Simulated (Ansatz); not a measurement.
Basis sets compared for K₃I₂. Total charge 0; doublet. Geometry B3LYP-D4/def2-SVP. Ansatz on 4 threads of Arm Neoverse V2 on a shared host; times are rough, and most runs start from earlier orbitals.

```xyz
5

K    -0.6494    3.4173   -1.9131
K     0.4032   -2.6995   -0.6006
K     0.0241    1.0643    1.6194
I     1.4914   -1.8342    2.3470
I    -1.2694    0.0521   -1.4528
```

In the def2 sets I takes a core potential; there is no spin–orbit coupling. Another isomer (doublet) lies 0.10 eV lower at PBE-D4/def2-SVP; other spin states weren't run for this one.

Binding counts from free atoms (K doublet, I doublet) in the same basis, without a counterpoise term.

```json
{"level": "PBE-D4/def2-SVP", "functions": "124", "energy (Eh)": "-2394.4792", "HOMO (eV)": "-2.45", "LUMO (eV)": "-1.84", "binding per atom (eV)": "1.79", "wall time": "4.1 s"}
{"level": "PBE0-D4/def2-SVP", "functions": "124", "energy (Eh)": "-2394.6873", "HOMO (eV)": "-2.84", "LUMO (eV)": "-1.27", "binding per atom (eV)": "1.81", "wall time": "7 s"}
```

Task: Estimate the rows for PBE-D4/def2-TZVP (with forces), PBE0-D4/def2-TZVP.

Result: 
```
                         level  functions  energy (Eh)  HOMO (eV)  LUMO (eV)  binding per atom (eV)  wall time
PBE-D4/def2-TZVP (with forces)        199   -2394.7322      -2.44      -1.80                   1.79      7.5 s
             PBE0-D4/def2-TZVP        199   -2394.9345      -2.84      -1.23                   1.80       14 s
```
